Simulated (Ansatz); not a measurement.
```xyz
5

Si    0.002   -0.410   -0.121
Se    1.194    1.448    0.262
Se   -1.208    1.346    0.564
H    -0.156   -0.846   -1.524
H     0.168   -1.538    0.820
```

The species carries charge 0 and has multiplicity 1.

Q: List the CAM-B3LYP/def2-TZVPP orbital energies in eV (the Gaussian-basis code of Ansatz). (An estimate is asked.)

A: Ansatz gave: Occupied: -12353.17, -12353.17, -1802.42, -1582.34, -1582.34, -1420.58, -1420.58, -1420.52, -1420.52, -1420.46, -1420.46, -214.92, -214.91, -159.09, -159.09, -158.93, -158.92, -158.71, -158.71, -146.90, -102.28, -102.23, -102.17, -59.92, -59.88, -59.87, -59.86, -59.70, -59.68, -59.56, -59.56, -59.54, -59.53, -23.09, -19.13, -16.45, -12.44, -11.88, -10.35, -9.62, -9.53, -7.45. Lowest empty: -1.22, 0.10, 0.84, 1.80, 2.71, 4.02, 4.76, 5.10.
